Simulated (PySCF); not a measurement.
All of these have the formula C5H11FSi. Theory: TDDFT CAM-B3LYP/def2-SVPD, vertical, gas phase, core orbitals frozen in the response in PySCF. Geometries: GFN2-xTB; one conformer of each isolated species. Triplets are in the Tamm–Dancoff approximation. 'Strongest' means the level of largest summed f among the lowest 8 singlets; it needn't be the same kind of state in each.

Question: Rank by computed lowest singlet excitation energy, lowest first.
A. `CCC1(F)C[SiH2]C1`
B. `CC(C)[SiH2]/C=C\F`
C. `FC[C@H]1CC[SiH2]C1`
D. `CC[C@H]1C[Si@@H](F)C1`
E. `CC(C)[C@@H]1[SiH2][C@H]1F`

Answer: E (6.18 eV), B (6.75 eV), D (7.21 eV), A (7.46 eV), C (7.74 eV).

```
                   SMILES  S1 (eV)  T1 (eV)  first f ≥ 0.01 (nm)  f (strongest)  strongest (eV)    S1 mainly
CC(C)[C@@H]1[SiH2][C@H]1F     6.18     4.77                  201           0.15            6.18    H→L (79%)
        CC(C)[SiH2]/C=C\F     6.75     4.26                  184           0.21            6.75    H→L (95%)
    CC[C@H]1C[Si@@H](F)C1     7.21     6.82                  160           0.10            7.84  H→L+1 (57%)
         CCC1(F)C[SiH2]C1     7.46     6.61                  166           0.12            7.57  H-1→L (82%)
       FC[C@H]1CC[SiH2]C1     7.74     7.31                  160           0.10            7.99    H→L (82%)
```

H and L stand for HOMO and LUMO.

- `CC(C)[C@@H]1[SiH2][C@H]1F`: Löwdin shares by element: HOMO carbon 42% or more, silicon 28%, fluorine 10% (atoms not listed hold the other 19%); LUMO silicon 36%, hydrogen 21% or more, carbon 9% or more (atoms not listed hold the other 33%).
- `CC(C)[SiH2]/C=C\F`: Löwdin shares by element: HOMO carbon 60% or more, silicon 10% (atoms not listed hold the other 30%); LUMO carbon 53% or more, silicon 16%, fluorine 7% (atoms not listed hold the other 25%).
- `CC[C@H]1C[Si@@H](F)C1`: Löwdin shares by element: HOMO carbon 54% or more, silicon 21%, fluorine 5% (atoms not listed hold the other 20%); LUMO silicon 29%, carbon 17% or more, fluorine 8% (atoms not listed hold the other 46%).
- `CCC1(F)C[SiH2]C1`: Löwdin shares by element: HOMO carbon 53% or more, silicon 24%, hydrogen 5% or more (atoms not listed hold the other 18%); LUMO silicon 34%, hydrogen 23% or more, carbon 11% or more (atoms not listed hold the other 32%).
- `FC[C@H]1CC[SiH2]C1`: Löwdin shares by element: HOMO carbon 52% or more, silicon 22% (atoms not listed hold the other 26%); LUMO silicon 21%, carbon 15% or more, hydrogen 8% or more (atoms not listed hold the other 56%).

Without π bonds the low states are Rydberg-like; a valence basis with one diffuse set may place them up to an eV too high.
